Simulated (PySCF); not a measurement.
# Electron correlation in Al²⁺ (aluminium, charge +2)

[Ne] 3s1, 2S determinant. All numbers are calculated (PySCF 2.14, the spin-free X2C one-electron Hamiltonian (Gaussian nucleus), in x2c-TZVPPall). Frozen: 1s2; 9 electrons correlated.

| level | correlation energy (mhartree) |
| --- | --- |
| CCSD | -148.11 |
| (T) | -1.12 |
| CCSD(T) | -149.23 |

Diagnostics: T1 = 0.0035, D1 = 0.0071, largest double amplitude 0.012.

Problem. Is a single reference adequate?

Solution. Yes: T1 lies below 0.03 and no double amplitude reaches 0.07.

This basis was not built for core-valence correlation, so the inner-shell part is incomplete.
